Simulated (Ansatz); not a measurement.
`CC(C)S(C)(=O)=O`, relaxed with RKS PBE-D4/def2-SVP in Ansatz 0.2.0 from a rough embedded geometry. The force threshold is 0.03 eV/Å; the program also tests the step.

Charge 0, multiplicity 1.

Start:

```xyz
17

C     0.439   -1.382   -0.750
C     0.467   -0.327    0.368
C     1.905    0.102    0.645
S    -0.497    1.119    0.095
C    -2.167    0.499   -0.173
O    -0.118    1.707   -1.239
O    -0.530    1.947    1.253
H     1.086   -2.189   -0.524
H    -0.615   -1.679   -0.932
H     0.774   -0.874   -1.699
H     0.012   -0.784    1.268
H     1.937    0.777    1.555
H     2.361    0.638   -0.217
H     2.493   -0.765    0.917
H    -2.866    1.344   -0.257
H    -2.248   -0.070   -1.046
H    -2.434   -0.062    0.735
```

```csv
step,energy (eV),largest force (eV/Å),largest move (Å)
1,-19214.7111,4.950,0.000
2,-19215.1027,2.368,0.071
3,-19215.1943,0.404,0.097
4,-19215.2021,0.146,0.024
5,-19215.2038,0.100,0.042
6,-19215.2046,0.023,0.029
```

End:

```xyz
17

C     0.460   -1.353   -0.813
C     0.496   -0.397    0.373
C     1.896    0.112    0.713
S    -0.519    1.116    0.026
C    -2.229    0.521   -0.113
O    -0.116    1.637   -1.305
O    -0.460    1.979    1.232
H     1.122   -2.221   -0.618
H    -0.556   -1.749   -1.008
H     0.816   -0.838   -1.728
H     0.015   -0.835    1.274
H     1.861    0.828    1.555
H     2.343    0.622   -0.163
H     2.548   -0.740    0.993
H    -2.823    1.444   -0.245
H    -2.335   -0.136   -0.995
H    -2.518    0.010    0.824
```

It took 21 s on 2 threads of an AMD EPYC 7R13 on a shared host, with 0.25 GiB of host memory at the peak.
